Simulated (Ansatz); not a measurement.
`C=C[CH2][SnH3]` + H₂O → `O[CH2][SnH3]` + `C=C` at 600 K and 1 bar (formal hydrolysis of a C–C bond).

Isolated molecules relaxed with PBE0-D4/def2-TZVP in Ansatz; ΔE leaves out vibrations. CCSD(T)/CBS adds triple-zeta CCSD(T) − MP2 to the extrapolated MP2 energy (def2 sets, frozen cores). This one scheme is used for every species. Elements past krypton have def2 core potentials. For Sn outer-core shells are correlated without core-valence functions, which leaves a few kJ/mol of doubt a bond. One conformer a species, not always the lowest.

```json
{"species": "`C=C[CH2][SnH3]`", "CCSD(T)/CBS energy (Eh)": "-332.95040", "H − E (kJ/mol)": "299.4", "S (J/(mol·K))": "444.2"}
{"species": "H₂O", "CCSD(T)/CBS energy (Eh)": "-76.37941", "H − E (kJ/mol)": "76.8", "S (J/(mol·K))": "212.8"}
{"species": "`O[CH2][SnH3]`", "CCSD(T)/CBS energy (Eh)": "-330.81397", "H − E (kJ/mol)": "213.5", "S (J/(mol·K))": "400.6"}
{"species": "`C=C`", "CCSD(T)/CBS energy (Eh)": "-78.48111", "H − E (kJ/mol)": "161.6", "S (J/(mol·K))": "257.2"}
```

H − E and S are ideal-gas, rigid-rotor, harmonic terms from PBE0-D4/def2-TZVP, for one conformer and one mirror image of each species. 1 Eh = 2625.50 kJ/mol, R = 8.31446 J/(mol·K).

By hand: ΔE, ΔH, ΔS and ΔG.

ΔE = (-330.81397) + (-78.48111) − (-332.95040) − (-76.37941) = 0.03473 Eh = 91.2 kJ/mol. Δ(H − E) = 213.5 + 161.6 − 299.4 − 76.8 = -1.1, so ΔH = 90.1 kJ/mol. ΔS = 400.6 + 257.2 − 444.2 − 212.8 = 0.8 J/(mol·K). ΔG = 90.1 − 600 × (0.8)/1000 = 89.6 kJ/mol.

By hand: the equilibrium constant, and the temperature at which ΔG would vanish if ΔH and ΔS stayed fixed.

log₁₀ K = −ΔG/(RT ln 10) = -7.8. ΔG = 0 at ΔH/ΔS = 112625 K, far beyond where these terms or the molecules hold.

The number of gas molecules stays the same, so ΔS is small and ΔH decides. A doubt of 5 kJ/mol in ΔE shifts log₁₀ K by 0.4 here. Other conformers and mirror images would add mixing entropy, several J/(mol·K) or more a flexible species. These are equilibria of isolated gas molecules and say nothing of rates. Largest T1 diagnostic: 0.012 (customary marks: 0.02 for closed shells, 0.045 for open ones).
